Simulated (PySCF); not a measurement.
PySCF input file for CH5AlSe, SMILES [CH3][AlH][SeH], TDDFT-CAM-B3LYP/def2-SVPD. Geometry optimised at ωB97X-D3(BJ)/def2-SVP. The values are those of a single conformer.

```python
import numpy as np
from pyscf import gto, scf, dft, tdscf

mol = gto.M(
    atom='''
    Al   -0.65888438   -1.06204309   -0.00000000
    H    -2.23177646   -1.24885535    0.00000001
    C     0.61801992   -2.53459820    0.00000000
    H     0.47403254   -3.17965389    0.88439469
    H     0.47403253   -3.17965389   -0.88439469
    H     1.66512247   -2.19198823    0.00000000
    Se    0.16605563    1.09170235    0.00000000
    H    -1.16992489    1.69642074    0.00000001
    ''',
    basis='def2-SVPD',
    charge=0,
    spin=0,
    symmetry=True,
    max_memory=1600,
    verbose=4,
)
mf = dft.RKS(mol, xc='cam-b3lyp').density_fit(auxbasis='def2-universal-jkfit')
mf.grids.level = 3
mf.conv_tol = 1e-9
mf.max_cycle = 100
mf.kernel()
mf.grids = dft.Grids(mol).set(level=1).build(with_non0tab=True)  # coarser grid for the response kernel
td = tdscf.TDDFT(mf)
td.singlet = True
td.nstates = 10
td.conv_tol = 1e-4
td.kernel(x0=td.get_init_guess(mf, 15))
td.analyze()
tt = tdscf.TDA(mf)
tt.singlet = False
tt.nstates = 4
tt.conv_tol = 1e-4
tt.kernel(x0=tt.get_init_guess(mf, 9))
tt.analyze(verbose=3)
```

It prints:

```
PySCF version 2.14.0

[INPUT] verbose = 4
[INPUT] num. atoms = 8
[INPUT] num. electrons = 58
[INPUT] charge = 0
[INPUT] spin (= nelec alpha-beta = 2S) = 0
[INPUT] symmetry True subgroup None
[INPUT] Mole.unit = angstrom
[INPUT] Symbol           X                Y                Z      unit          X                Y                Z       unit  Magmom
[INPUT]  1 Al    -0.658884380000  -1.062043090000   0.000000000000 AA   -1.245111025954  -2.006970572587   0.000000000000 Bohr   0.0
[INPUT]  2 H     -2.231776460000  -1.248855350000   0.000000010000 AA   -4.217446280651  -2.359994580698   0.000000018897 Bohr   0.0
[INPUT]  3 C      0.618019920000  -2.534598200000   0.000000000000 AA    1.167888388326  -4.789696433816   0.000000000000 Bohr   0.0
[INPUT]  4 H      0.474032540000  -3.179653890000   0.884394690000 AA    0.895791674732  -6.008675023008   1.671263750120 Bohr   0.0
[INPUT]  5 H      0.474032530000  -3.179653890000  -0.884394690000 AA    0.895791655835  -6.008675023008  -1.671263750120 Bohr   0.0
[INPUT]  6 H      1.665122470000  -2.191988230000   0.000000000000 AA    3.146625432159  -4.142257422970   0.000000000000 Bohr   0.0
[INPUT]  7 Se     0.166055630000   1.091702350000   0.000000000000 AA    0.313799662142   2.063018451044   0.000000000000 Bohr   0.0
[INPUT]  8 H     -1.169924890000   1.696420740000   0.000000010000 AA   -2.210837628412   3.205770590632   0.000000018897 Bohr   0.0

nuclear repulsion = 209.972677879387
point group symmetry = Cs
symmetry origin: [ 6.19048212e-09 -2.93233343e-09  6.51629699e-10]
symmetry axis x: [ 1.00000000e+00 -1.80160487e-09 -1.49127908e-09]
symmetry axis y: [-1.80160487e-09 -1.00000000e+00 -3.67976940e-11]
symmetry axis z: [ 1.49127908e-09 -3.67977695e-11  1.00000000e+00]
num. orbitals of irrep A' = 85
num. orbitals of irrep A" = 40
number of shells = 53
number of NR pGTOs = 205
number of NR cGTOs = 125
basis = def2-SVPD
ecp = {}


[settings echo left out]
init E= -2683.86483446751
HOMO (A") = -0.313798053871698  LUMO (A") = -0.0378915574730847  gap/eV = 7.50780
cycle= 1 E= -2684.80836694758  delta_E= -0.944  |g|= 0.335  |ddm|= 2.91
HOMO (A") = -0.292437822987698  LUMO (A") = -0.0102746574364199  gap/eV = 7.67805
cycle= 2 E= -2684.82245840172  delta_E= -0.0141  |g|= 0.262  |ddm|= 0.751
HOMO (A") = -0.31112656972094  LUMO (A") = -0.00474816118428256  gap/eV = 8.33698
cycle= 3 E= -2684.84240839513  delta_E= -0.0199  |g|= 0.0391  |ddm|= 0.365
HOMO (A") = -0.313201830992386  LUMO (A") = -0.00326594787202561  gap/eV = 8.43378
cycle= 4 E= -2684.84274219079  delta_E= -0.000334  |g|= 0.00855  |ddm|= 0.0502
HOMO (A") = -0.312733226246932  LUMO (A") = -0.00382388330339767  gap/eV = 8.40585
cycle= 5 E= -2684.84276851239  delta_E= -2.63e-05  |g|= 0.00207  |ddm|= 0.0198
HOMO (A") = -0.312904045817982  LUMO (A") = -0.00355825714593827  gap/eV = 8.41773
cycle= 6 E= -2684.8427701535  delta_E= -1.64e-06  |g|= 0.000843  |ddm|= 0.00497
HOMO (A") = -0.312813872565146  LUMO (A") = -0.00360421957166723  gap/eV = 8.41402
cycle= 7 E= -2684.84277036026  delta_E= -2.07e-07  |g|= 0.000194  |ddm|= 0.00139
HOMO (A") = -0.312854765814726  LUMO (A") = -0.0036153571405606  gap/eV = 8.41483
cycle= 8 E= -2684.84277037443  delta_E= -1.42e-08  |g|= 3.81e-05  |ddm|= 0.000407
HOMO (A") = -0.312845819088032  LUMO (A") = -0.00361016737926079  gap/eV = 8.41473
cycle= 9 E= -2684.84277037553  delta_E= -1.1e-09  |g|= 1.01e-05  |ddm|= 0.000108
HOMO (A") = -0.312848677278891  LUMO (A") = -0.0036104876535612  gap/eV = 8.41480
cycle= 10 E= -2684.84277037562  delta_E= -8.87e-11  |g|= 2.47e-06  |ddm|= 3.15e-05
HOMO (A") = -0.312848455998625  LUMO (A") = -0.00361019950624675  gap/eV = 8.41480
Extra cycle  E= -2684.84277037562  delta_E= -1.36e-12  |g|= 1.32e-06  |ddm|= 7.65e-06
converged SCF energy = -2684.84277037562
tot grids = 31224


******** <class 'pyscf.tdscf.rks.TDDFT'> for <class 'pyscf.df.df_jk.DFSymAdaptedRKS'> ********
nstates = 10 singlet
deg_eia_thresh = 1.000e-03
wfnsym = None
conv_tol = 0.0001
eigh lindep = 1e-12
eigh level_shift = 0
eigh max_cycle = 100


Excitation energies (eV)
[5.56121987 5.66750732 5.93244624 5.99688826 6.17837169 6.84465918
 7.0926828  7.34461142 7.5114988  7.59443073]

** Singlet excitation energies and oscillator strengths **
Excited State   1:   A'      5.56122 eV    222.94 nm  f=0.0827
      28 -> 33        0.11894
      29 -> 30       -0.68404
Excited State   2:   A"      5.66751 eV    218.76 nm  f=0.0214
      28 -> 30        0.11038
      29 -> 31       -0.48839
      29 -> 32        0.39499
      29 -> 33       -0.18887
      29 -> 34        0.16419
      29 -> 37       -0.11066
Excited State   3:   A"      5.93245 eV    208.99 nm  f=0.0047
      27 -> 30       -0.23969
      28 -> 30        0.65117
Excited State   4:   A"      5.99689 eV    206.75 nm  f=0.0007
      27 -> 30        0.65427
      28 -> 30        0.22592
Excited State   5:   A"      6.17837 eV    200.67 nm  f=0.0872
      29 -> 31        0.40253
      29 -> 32        0.23961
      29 -> 33       -0.50019
Excited State   6:   A'      6.84466 eV    181.14 nm  f=0.0447
      28 -> 31        0.58252
      28 -> 32       -0.31639
      28 -> 34       -0.13734
      28 -> 37        0.10368
Excited State   7:   A"      7.09268 eV    174.81 nm  f=0.0008
      29 -> 31       -0.20135
      29 -> 32       -0.51088
      29 -> 33       -0.38592
      29 -> 34        0.12133
      29 -> 39        0.10587
      29 -> 41       -0.11382
Excited State   8:   A'      7.34461 eV    168.81 nm  f=0.2110
      27 -> 31       -0.54885
      27 -> 32       -0.16181
      28 -> 31       -0.13770
      28 -> 32       -0.30011
      28 -> 33        0.16727
Excited State   9:   A'      7.51150 eV    165.06 nm  f=0.1726
      27 -> 31        0.36107
      28 -> 31       -0.29917
      28 -> 32       -0.32362
      28 -> 33        0.35027
Excited State  10:   A"      7.59443 eV    163.26 nm  f=0.0038
      29 -> 33       -0.13435
      29 -> 34       -0.63293
      29 -> 35       -0.14848
      29 -> 37       -0.20010

** Transition electric dipole moments (AU) **
state          X           Y           Z        Dip. S.      Osc.
  1         0.2241      0.7464     -0.0000      0.6073      0.0827
  2         0.0000     -0.0000     -0.3929      0.1544      0.0214
  3        -0.0000     -0.0000      0.1795      0.0322      0.0047
  4         0.0000     -0.0000      0.0674      0.0045      0.0007
  5         0.0000     -0.0000      0.7591      0.5763      0.0872
  6         0.1595      0.4912     -0.0000      0.2668      0.0447
  7         0.0000     -0.0000     -0.0659      0.0043      0.0008
  8         0.1106     -1.0772     -0.0000      1.1727      0.2110
  9        -0.6857     -0.6839     -0.0000      0.9380      0.1726
 10         0.0000      0.0000     -0.1421      0.0202      0.0038

** Transition velocity dipole moments (imaginary part, AU) **
state          X           Y           Z        Dip. S.      Osc.
  1         0.0456      0.1530     -0.0000      0.0255      0.0832
  2         0.0000      0.0000     -0.0833      0.0069      0.0222
  3        -0.0000     -0.0000      0.0374      0.0014      0.0043
  4         0.0000      0.0000      0.0159      0.0003      0.0008
  5         0.0000      0.0000      0.1702      0.0290      0.0851
  6         0.0404      0.1264     -0.0000      0.0176      0.0467
  7         0.0000      0.0000     -0.0099      0.0001      0.0003
  8         0.0344     -0.2974      0.0000      0.0896      0.2214
  9        -0.1906     -0.1874     -0.0000      0.0714      0.1725
 10         0.0000     -0.0000     -0.0309      0.0010      0.0023

** Transition magnetic dipole moments (imaginary part, AU) **
state          X           Y           Z
  1        -0.0000      0.0000      0.1211
  2         0.6284      0.2891     -0.0000
  3         0.9181     -1.1610      0.0000
  4         0.8843      0.7767     -0.0000
  5        -0.4284      0.1156     -0.0000
  6         0.0000     -0.0000      0.5039
  7         0.2469      0.0707     -0.0000
  8        -0.0000      0.0000     -0.0377
  9         0.0000     -0.0000      0.0114
 10         0.1382     -0.1112     -0.0000


******** <class 'pyscf.tdscf.rks.TDA'> for <class 'pyscf.df.df_jk.DFSymAdaptedRKS'> ********
nstates = 4 triplet
deg_eia_thresh = 1.000e-03
wfnsym = None
conv_tol = 0.0001
eigh lindep = 1e-12
eigh level_shift = 0
eigh max_cycle = 100


Excitation energies (eV)
[4.75850609 5.24664547 5.48724787 5.63752894]

** Triplet excitation energies and oscillator strengths **
Excited State   1:   A'      4.75851 eV    260.55 nm  f=0.0000
Excited State   2:   A"      5.24665 eV    236.31 nm  f=0.0000
Excited State   3:   A"      5.48725 eV    225.95 nm  f=0.0000
Excited State   4:   A"      5.63753 eV    219.93 nm  f=0.0000
```

The run converged.

Cost: roughly 4 core-minutes.
